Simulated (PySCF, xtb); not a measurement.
O₄Rh, SMILES [Rh+](=[O])(=[O])(=[O])=[O], charge +1, multiplicity 1.

GFN2-xTB in xtb 6.7.1 at its own geometry gives an orbital gap of 3.32 eV.

Geometry optimised at B3LYP-D3(BJ)/def2-SVP. The spin state was assumed, not searched. The def2 effective core potentials stand for the cores of Rh; spin–orbit coupling is left out.

Q: What does r2SCAN/def2-TZVPD (PySCF) give? (An estimate is asked for; the answer gives what the named calculation found.)

A: gap 2.40 eV (levels -16.43 and -14.03 eV).
